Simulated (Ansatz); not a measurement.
## Ansatz (development build ahead of 0.2.0) run

```yaml
crystal:
  periodic: [false, false, false]
  atoms:
    - { symbol: Li, position_ang: [1.35866, 0.00266, -0.00424] }
    - { symbol: Li, position_ang: [-1.35554, -0.00833, 8.0e-05] }
    - { symbol: Li, position_ang: [-0.00669, 2.6928, -0.00183] }
    - { symbol: Li, position_ang: [-0.00021, -2.70926, 0.00376] }
basis:
  gaussian: { orbitals: def2-SVP }
hamiltonian:
  xc: hf
output:
  forces: true
```

The input is written out in the form of the current development build from the run's settings.

Results

```
Converged    : yes
Total energy : -29.72990 hartree
```

Forces (eV/Å):
| atom | Fx | Fy | Fz |
| --- | --- | --- | --- |
| Li1 | 0.058 | -0.012 | 0.000 |
| Li2 | -0.062 | -0.004 | 0.000 |
| Li3 | -0.001 | 0.321 | 0.000 |
| Li4 | 0.005 | -0.304 | 0.000 |
